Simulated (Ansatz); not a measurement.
Kohn–Sham single points on C2H7BFN, SMILES `BCC(N)F`.

```yaml
crystal:
  periodic: [false, false, false]
  atoms:
    - {symbol: B, position_ang: [-0.408028, 1.754828, 0.702988]}
    - {symbol: C, position_ang: [-0.629777, 0.291272, 0.233918]}
    - {symbol: C, position_ang: [0.603270, -0.480512, -0.164908]}
    - {symbol: N, position_ang: [0.328777, -1.822245, -0.493282]}
    - {symbol: F, position_ang: [1.183885, 0.217458, -1.255307]}
    - {symbol: H, position_ang: [-1.332829, 2.512632, 0.757478]}
    - {symbol: H, position_ang: [0.665429, 2.124829, 1.082288]}
    - {symbol: H, position_ang: [-1.089097, -0.205788, 1.105789]}
    - {symbol: H, position_ang: [-1.388940, 0.219672, -0.554748]}
    - {symbol: H, position_ang: [1.364583, -0.450246, 0.620075]}
    - {symbol: H, position_ang: [1.158025, -2.320246, -0.786953]}
    - {symbol: H, position_ang: [-0.378498, -1.896956, -1.213138]}
basis:
  gaussian: {orbitals: def2-TZVPP}
hamiltonian: {xc: {name: B2PLYP}}
```

```sh
$ ansatz run in.yaml --threads 4 --pin off --events-out ev --progress --plain --max-ram 10444MiB
```

Output, abridged:

```
Functional definition: B2PLYP
1508 factors; integrals over basis functions are off by at most 1.1e-3 eV
mean field evaluation 1: about -7054.7473 eV, gradient 5.3e1 eV
mean field evaluation 2: about -7054.8495 eV, gradient 5.3e1 eV
mean field evaluation 4: about -7060.3485 eV, gradient 3.2e0 eV
mean field evaluation 8: about -7060.3781 eV, gradient 2.9e-1 eV
mean field evaluation 16: about -7060.3783 eV, gradient 1.6e-4 eV
mean field -7060.37827768 eV, -259.4641160085 hartree, gradient 9.7e-6 eV, S^2 0.000000; 0 other end points of the search recorded, 0 dependent functions left out
5 core orbitals not correlated: weight in the atoms' cores, before any rotation towards them, 1.000 or more for the frozen orbitals, at most 0.000 for the correlated occupied ones
reference -7060.37844379 eV, -259.4641221128 hartree; 15, 15 occupied and 233, 233 virtual orbitals, 1508 factors
second order -29.56925665 eV of doubles, -0.00000000 eV of singles
Total energy: -7068.36214308 eV, -259.7575176504 hartree
```

Run time 4.8 s (4 threads of an Arm Neoverse V1 on a shared host); peak host memory 0.67 GiB.

With the line `hamiltonian: {xc: pbe0, dispersion: d4}` (abridged; 2.5 s):

```
Functional definition: PBE0
mean field evaluation 16: about -7065.7837 eV, gradient 3.9e-5 eV
mean field -7065.78370674 eV, -259.6627618625 hartree, gradient 3.9e-5 eV, S^2 0.000000
Total energy: -7065.94355653 eV, -259.6686362339 hartree
```
